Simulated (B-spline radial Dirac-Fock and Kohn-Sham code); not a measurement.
# Two-hole binding energies of Eu³⁺

System: the Eu³⁺ ion in the configuration 1s2 2s2 2p6 3s2 3p6 3d10 4s2 4p6 4d10 4f6 5s2 5p6, inside a Watson sphere of charge -3 and radius 1.6 Å (a model of the Madelung potential; inside it an electron's potential energy is raised by 27.0 eV).

Input file task.json (cfg lists n, l and occupation; rrms is the nuclear radius in fm):

```json
{"items": [{
  "Z": 63,
  "q": 3,
  "cfg": [[1, 0, 2], [2, 0, 2], [2, 1, 6], [3, 0, 2], [3, 1, 6], [3, 2, 10], [4, 0, 2], [4, 1, 6], [4, 2, 10], [4, 3, 6], [5, 0, 2], [5, 1, 6]],
  "A": 153,
  "rrms": 5.1115,
  "watson": [-3, 1.6],
  "do": ["binding", "quiet", "double"]
}]}
```

Command: `python xray_run.py task.json out`

Model: Dirac-Fock energy differences between relaxed states, corrected for Breit and QED terms. Program: a radial finite-basis atomic code. U is the two-hole binding energy less the two single-hole energies, the effective repulsion of the holes after relaxation. Each two-hole energy is an average over J within one jj subconfiguration.

| holes | E(a) (eV) | E(b) (eV) | E(ab) (eV) | U (eV) |
| --- | --- | --- | --- | --- |
| 1s⁻¹ 3p3/2⁻¹ | 48528.6 | 1497.2 | 50111.8 | 86.0 |
| 2s⁻¹ 2p1/2⁻¹ | 8069.8 | 7629.6 | 15867.6 | 168.2 |
| 2p1/2⁻¹ 3s⁻¹ | 7629.6 | 1819.1 | 9521.8 | 73.1 |
| 2p1/2⁻¹ 3p3/2⁻¹ | 7629.6 | 1497.2 | 9201.9 | 75.1 |
| 2p3/2⁻¹ 3s⁻¹ | 6989.2 | 1819.1 | 8880.5 | 72.1 |
| 2p1/2⁻¹ 3d5/2⁻¹ | 7629.6 | 1145.6 | 8855.9 | 80.7 |
| 2p3/2⁻¹ 3p1/2⁻¹ | 6989.2 | 1629.9 | 8697.3 | 78.1 |
| 2p3/2⁻¹ 3d3/2⁻¹ | 6989.2 | 1173.7 | 8244.9 | 82.0 |
| 3p1/2⁻² | 1629.9 | 1629.9 | 3319.3 | 59.4 |
| 3p3/2⁻² | 1497.2 | 1497.2 | 3047.1 | 52.7 |
| 3d3/2⁻¹ 3d5/2⁻¹ | 1173.7 | 1145.6 | 2381.2 | 61.8 |
| 4d3/2⁻¹ 4d5/2⁻¹ | 156.5 | 151.3 | ? | ? |
| 5p1/2⁻² | 32.38 | 32.38 | 79.52 | 14.8 |
| 5p1/2⁻¹ 5p3/2⁻¹ | 32.38 | 28.11 | 74.08 | 13.6 |

**Question.** Give the missing two-hole energy and U.

**Answer.** E(ab) = 331.9 eV and U = 24.2 eV.

Values without a named source are computed, but for edge energies of neutral atoms, which are taken from tables.
